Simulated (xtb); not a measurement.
C₄H₁₁Ge, doublet, geometry from GFN2-xTB.

xtb was given this input:
```
$ xtb mol.xyz --gfn 1 --uhf 1 --alpb ch2cl2 --json

# file mol.xyz
16

C     -1.85035356     1.56009507     0.14592461
C     -1.57669076     0.11504733    -0.06642678
C     -2.07325179    -0.86283119     0.93630274
C     -0.47103887    -0.27125152    -0.93856462
Ge     1.35925460    -0.13968053    -0.06768165
H     -2.85248235     1.71641892     0.54198171
H     -1.74655752     2.11849549    -0.78413121
H     -1.14053095     1.99270829     0.86601577
H     -1.39644362    -0.91652367     1.80145150
H     -2.13128078    -1.86437527     0.51056702
H     -3.05654015    -0.57954374     1.30802397
H     -0.56352042    -1.30878474    -1.26621876
H     -0.41699272     0.36701745    -1.82302937
H      1.48452088    -1.01152390     1.14606699
H      2.47398997    -0.54191736    -0.99123372
H      1.67770040     1.25144752     0.39290304
```

What does this run give for the total energy, dipole moment, partial charges in atom order?


```
Quantity                                                                                                                                                                              Result
-----------------------------  -------------------------------------------------------------------------------------------------------------------------------------------------------------
total energy                                                                                                                                                                     -15.9945 Eh
dipole moment                                                                                                                                                                         1.34 D
partial charges in atom order  C1 -0.07, C2 -0.05, C3 -0.07, C4 -0.09, Ge5 0.09, H6 0.04, H7 0.04, H8 0.04, H9 0.04, H10 0.04, H11 0.04, H12 0.05, H13 0.05, H14 -0.05, H15 -0.04, H16 -0.05
```
